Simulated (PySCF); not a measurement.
Ge(OH)(SH) (GeH2OS), SMILES [OH][Ge][SH] (connectivity only; charge and spin as stated), neutral, multiplicity 1. Atoms are numbered in the order given.

```xyz
5

Ge     0.4656     0.5194     0.0000
O     -1.1242     1.3548     0.0000
H     -1.9200     0.8103     0.0000
S     -0.3068    -1.6310     0.0000
H      0.9232    -2.1723     0.0000
```
Charge 0, spin multiplicity 1.

Geometry: B3LYP-D3(BJ)/def2-TZVP. One conformer was computed; it need not be the lowest.

Method: B3LYP-D3(BJ)/def2-TZVP (PySCF).

Frequencies are harmonic and unscaled.

Computed harmonic wavenumbers and intensities:
```tsv
mode	ν (cm⁻¹)	IR (km/mol)	moving atoms (share of kinetic energy)
1	194	11.0	O 52 %, S 23 %, Ge 13 %, H 12 %
2	284	38.9	H 96 %
3	357	51.9	S 64 %, Ge 32 %
4	442	94.5	H 87 %, O 12 %
5	665	82.9	H 46 %, O 45 %
6	673	56.0	H 49 %, O 36 %, Ge 12 %
7	830	84.7	H 90 %, O 8 %
8	2673	0.9	H 97 %
9	3803	43.4	H 94 %
```
